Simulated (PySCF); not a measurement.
Computed shifts of a molecule C6H10, HF/pcSseg-1 (PySCF), GIAO, gas phase, equivalent atoms averaged, in ppm (number of nuclei): ¹³C: 147.1 (1), 124.7 (1), 16.2 (1), 15.3 (1), 11.4 (1), 6.8 (1). ¹H: 6.49 (1), 5.61 (1), 5.35 (1), 1.33 (1), 1.23 (3), 0.86 (1), 0.85 (1), 0.64 (1). References: ¹³C against TMS (σ = 192.6 ppm); ¹H against TMS (σ = 31.99 ppm), references at their B3LYP-D3(BJ)/def2-TZVP geometries, non-relativistic. The structure is a stationary point at B3LYP-D3(BJ)/def2-SVP. One conformer was computed; it need not be the lowest.

Identify the compound among the candidates.
A. C=C[C@H]1C[C@H]1C
B. C=C=CC(C)C
C. CC1=CCCC1
D. C=CCC1CC1

A, C=C[C@H]1C[C@H]1C
